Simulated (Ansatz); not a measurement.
The cluster Al₃Ru₂⁻. Charge -1, multiplicity 1. Geometry PBE-D4/def2-SVPD.

```xyz
5

Ru   -0.020    0.416    1.812
Ru    1.110   -0.685   -0.028
Al    0.282    1.633   -0.159
Al   -1.299   -0.956    0.419
Al   -0.073   -0.408   -2.044
```

In the def2 sets Ru takes a core potential; there is no spin–orbit coupling. LC-ωPBE has ω = 0.4 bohr⁻¹. HSE06 is defined as in plane-wave codes, on full-range PBE exchange. The restricted singlet is unstable towards broken spin symmetry in Hartree–Fock (as tested in another run); at PBE-D4/def2-TZVPD, r2SCAN-D4/def2-TZVPD, PBE0-D4/def2-TZVPD, HSE06-D4/def2-TZVPD and others this wasn't settled. At PBE-D4/def2-TZVPD, r2SCAN-D4/def2-TZVPD the highest occupied level of the charge -1 singlet lies above zero (up to 0.41 eV). The electron is either unbound and held by the finite basis, or the level is raised by self-interaction error. At PBE-D4/def2-TZVPD an occupied level lies above an empty one. Another isomer (singlet) lies 1.28 eV lower at PBE0-D4/def2-TZVPD; other spin states weren't run for this one.

Q: Estimate the orbital energies around the gap (eV) in Ansatz with PBE-D4/def2-TZVPD, r2SCAN-D4/def2-TZVPD, PBE0-D4/def2-TZVPD, HSE06-D4/def2-TZVPD, LC-ωPBE/def2-TZVPD.

A: 
```tsv
orbital	PBE-D4/def2-TZVPD	r2SCAN-D4/def2-TZVPD	PBE0-D4/def2-TZVPD	HSE06-D4/def2-TZVPD	LC-ωPBE/def2-TZVPD
HOMO−9	-2.58	-2.76	-3.55	-3.16	-5.98
HOMO−8	-2.12	-2.26	-2.87	-2.48	-5.26
HOMO−7	-1.82	-2.00	-2.81	-2.42	-5.11
HOMO−6	-1.16	-1.30	-1.99	-1.62	-4.46
HOMO−5	-0.95	-1.12	-1.99	-1.60	-4.18
HOMO−4	-0.82	-0.96	-1.55	-1.18	-3.71
HOMO−3	-0.44	-0.56	-1.26	-0.89	-3.32
HOMO−2	-0.37	-0.48	-1.13	-0.75	-3.31
HOMO−1	-0.15	-0.27	-0.95	-0.59	-2.73
HOMO	0.41	0.28	-0.53	-0.15	-2.71
LUMO	0.27	0.36	1.16	0.80	2.98
LUMO+1	0.91	1.03	1.64	1.29	3.34
LUMO+2	1.19	1.29	1.85	1.51	3.55
LUMO+3	1.55	1.61	2.17	1.82	3.75
LUMO+4	1.91	2.03	2.49	2.16	3.97
LUMO+5	2.03	2.11	2.59	2.25	4.07
```
